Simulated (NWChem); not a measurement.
Program: NWChem. System: hexafluorodisilane (F₆Si₂), charge 0, spin multiplicity 1, at a geometry optimised with B3LYP/def2-SVP. Level: MP2/def2-SVP, 16 core orbitals frozen.

Input file:

```
start mol
memory heap 200 mb stack 900 mb global 1100 mb
geometry units angstroms nocenter noautoz
  F     -0.768000     1.717642     1.300716
  Si    -0.011476     1.161591     0.000000
  F      1.484815     1.739951     0.000000
  F     -0.768000     1.717642    -1.300716
  Si     0.011476    -1.161591     0.000000
  F      0.768000    -1.717642     1.300716
  F     -1.484815    -1.739951     0.000000
  F      0.768000    -1.717642    -1.300716
  symmetry group C2h
end
basis spherical
  * library def2-svp
end
scf
  rhf
  nopen 0
  maxiter 100
  thresh 1e-7
  semidirect memsize 60000000 filesize 0
end
mp2
  freeze core 16
end
task mp2 energy
```

Part of the output:

```
             Northwest Computational Chemistry Package (NWChem) 7.3.0
             --------------------------------------------------------

                                NWChem Input Module
                                -------------------

 Scaling coordinates for geometry "geometry" by  1.889725989
 (inverse scale =  0.529177249)

 Turning off AUTOSYM since
 SYMMETRY directive was detected!

                             Geometry "geometry" -> ""
                             -------------------------

 Output coordinates in angstroms (scale by  1.889725989 to convert to a.u.)

  No.       Tag          Charge          X              Y              Z
 ---- ---------------- ---------- -------------- -------------- --------------
    1 F                    9.0000    -0.76800000     1.71764200     1.30071600
    2 Si                  14.0000    -0.01147600     1.16159100     0.00000000
    3 F                    9.0000     1.48481500     1.73995100     0.00000000
    4 F                    9.0000    -0.76800000     1.71764200    -1.30071600
    5 Si                  14.0000     0.01147600    -1.16159100     0.00000000
    6 F                    9.0000     0.76800000    -1.71764200     1.30071600
    7 F                    9.0000    -1.48481500    -1.73995100     0.00000000
    8 F                    9.0000     0.76800000    -1.71764200    -1.30071600

 Effective nuclear repulsion energy (a.u.)     612.2786312429

            Nuclear Dipole moment (a.u.)
            ----------------------------
        X                 Y               Z
 ---------------- ---------------- ----------------
     0.0000000000     0.0000000000     0.0000000000

      Symmetry information
      --------------------

 Group name             C2h
 Group number             21
 Group order               4
 No. of unique centers     3

      Symmetry unique atoms

     1    2    3


 Summary of "ao basis" -> "" (spherical)
 ------------------------------------------------------------------------------
       Tag                 Description            Shells   Functions and Types
 ---------------- ------------------------------  ------  ---------------------
 *                          def2-svp                  on all atoms

 Summary of "ao basis" -> "ao basis" (spherical)
 ------------------------------------------------------------------------------
       Tag                 Description            Shells   Functions and Types
 ---------------- ------------------------------  ------  ---------------------
 F                          def2-svp                 6       14   3s2p1d
 Si                         def2-svp                 8       18   4s3p1d

                                 NWChem SCF Module
                                 -----------------

  ao basis        = "ao basis"
  functions       =   120
  atoms           =     8
  closed shells   =    41
  open shells     =     0
  charge          =   0.00
  wavefunction    = RHF
  use symmetry    = T
  symmetry adapt  = T

 Summary of "ao basis" -> "ao basis" (spherical)
 ------------------------------------------------------------------------------
       Tag                 Description            Shells   Functions and Types
 ---------------- ------------------------------  ------  ---------------------
 F                          def2-svp                 6       14   3s2p1d
 Si                         def2-svp                 8       18   4s3p1d

      Symmetry analysis of basis
      --------------------------
[...]
 Vector   43  Occ=0.000000D+00  E= 9.539630D-02  Symmetry=au
              MO Center=  7.7D-15,  2.2D-14,  7.5D-16, r^2= 3.5D+00
   Bfn.  Coefficient  Atom+Function         Bfn.  Coefficient  Atom+Function
  ----- ------------  ---------------      ----- ------------  ---------------
    27      0.618413  2 Si pz                73      0.618413  5 Si pz
     3     -0.232035  1 F  s                 49      0.232035  4 F  s
    81     -0.232035  6 F  s                109      0.232035  8 F  s
    24      0.155248  2 Si pz                70      0.155248  5 Si pz
    29     -0.152551  2 Si d -1              75      0.152551  5 Si d -1

 Vector   44  Occ=0.000000D+00  E= 1.696327D-01  Symmetry=bu
              MO Center=  8.2D-15, -2.7D-14,  2.3D-14, r^2= 5.4D+00
   Bfn.  Coefficient  Atom+Function         Bfn.  Coefficient  Atom+Function
  ----- ------------  ---------------      ----- ------------  ---------------
    18      1.457925  2 Si s                 64     -1.457925  5 Si s
     3     -0.318823  1 F  s                 35     -0.318784  3 F  s
    49     -0.318823  4 F  s                 81      0.318823  6 F  s
    95      0.318784  7 F  s                109      0.318823  8 F  s
    16      0.262217  2 Si s                 62     -0.262217  5 Si s

 center of mass
 --------------
 x =   0.00000000 y =  -0.00000000 z =   0.00000000

 moments of inertia (a.u.)
 ------------------
        1940.177018973016          10.098392093271           0.000000000000
          10.098392093271         918.376065870983           0.000000000000
           0.000000000000           0.000000000000        1940.284660723332

  Mulliken analysis of the total density
  --------------------------------------

    Atom       Charge   Shell Charges
 -----------   ------   -------------------------------------------------------
    1 F    9     9.45   1.99  1.12  0.82  3.34  2.17  0.01
    2 Si  14    12.66   2.00  1.99  0.82  0.00  5.94  1.01  0.37  0.52
    3 F    9     9.45   1.99  1.12  0.82  3.34  2.17  0.01
    4 F    9     9.45   1.99  1.12  0.82  3.34  2.17  0.01
    5 Si  14    12.66   2.00  1.99  0.82  0.00  5.94  1.01  0.37  0.52
    6 F    9     9.45   1.99  1.12  0.82  3.34  2.17  0.01
    7 F    9     9.45   1.99  1.12  0.82  3.34  2.17  0.01
    8 F    9     9.45   1.99  1.12  0.82  3.34  2.17  0.01

       Multipole analysis of the density wrt the origin
       ------------------------------------------------

     L   x y z        total         open         nuclear
     -   - - -        -----         ----         -------
     0   0 0 0     -0.000000      0.000000     82.000000

     1   1 0 0      0.000000      0.000000      0.000000
     1   0 1 0     -0.000000      0.000000      0.000000
     1   0 0 1      0.000000      0.000000      0.000000

     2   2 0 0    -43.414653      0.000000    217.554638
     2   1 1 0      0.007858      0.000000     -4.854939
     2   1 0 1      0.000000      0.000000      0.000000
     2   0 2 0    -44.197291      0.000000    708.801051
     2   0 1 1      0.000000      0.000000      0.000000
     2   0 0 2    -43.414446      0.000000    217.502943

                   NWChem MP2 Semi-direct Energy/Gradient Module
                   ---------------------------------------------

  Basis functions       =    120
  Molecular orbitals    =    120
  Frozen core           =     16
  Frozen virtuals       =      0
  Active alpha occupied =     25
  Active beta occupied  =     25
  Active alpha virtual  =     79
  Active beta virtual   =     79
  Use MO symmetry       = T
  Use skeleton AO sym   = T

  AO/Fock/Back tols     =   1.0D-09  1.0D-09  1.0D-09

 GA uses MA = F    GA memory limited = T

 Available:
  local mem=  1.26D+08
 global mem=  1.44D+08
 local disk=  0.00D+00
  mp2_memr nvloc                    79
  nvloc new                    79
   1 passes of  25:        3145728                      79738                  39690196.
   1 passes of  25: M    126143286           G      144150400           F     122997558.

 Semi-direct pass number   1 of   1  for RHF alpha+beta  at        1.0s
  vrange nnbf                  5907
  mp2_eaftype                   151  avail_ma_in_mb                  1099
 EAF : mp2_eaftype filesize         151   19845098.
  mp2_eaf for mointskh                    151
Node 0 wrote     93.3 Mb in      0.0 s     Agg I/O rate:  2092.1 Mb/s
 Done moints_semi at        3.3s
  mp2_eaftype                   151  avail_ma_in_mb                   948
 EAF : mp2_eaftype filesize         151   19845098.
  mp2_eaf for kh                   151
 Done maket at        3.6s
 Done multipass loop at        3.6s

          -------------------------------------------
          SCF energy               -1174.205605663958
          Correlation energy          -1.281847381154
          Singlet pairs               -0.748617381961
          Triplet pairs               -0.533229999192
          Total MP2 energy         -1175.487453045111
          -------------------------------------------

          ---------------------------------------------------
                    Spin Component Scaled (SCS) MP2
          Same spin pairs                     -0.355486666128
          Same spin scaling factor             0.333333333333
          Opposite spin pairs                 -0.926360715025
          Opposite spin scaling fact.          1.200000000000
          SCS-MP2 correlation energy          -1.230128413406
          Total SCS-MP2 energy             -1175.435734077364
          ---------------------------------------------------

 -----------------------
 Performance information
 -----------------------

 Timer overhead =  1.67D-07 seconds/call

               Nr. of calls         CPU time (s)                 Wall time (s)                GFlops
             ---------------    -------------------     ------------------------------   -------------------
Name         Min   Avg   Max    Min     Avg     Max     Min     Avg     Max   Mx/calls   Min     Max     Sum
mp2: moin     1     1     1    2.3     2.3     2.3      2.3     2.3     2.3     2.3      0.0     0.0     0.0
mp2: make     1     1     1   0.27    0.27    0.27     0.27    0.27    0.27    0.27      0.0     0.0     0.0
mp2: tota     1     1     1    2.6     2.6     2.6      2.6     2.6     2.6     2.6      0.0     0.0     0.0

 The average no. of pstat calls per process was 3.00D+00
 with a timing overhead of 5.02D-07s

 Task  times  cpu:        3.6s     wall:        3.6s

 Total times  cpu:        3.6s     wall:        3.6s
```
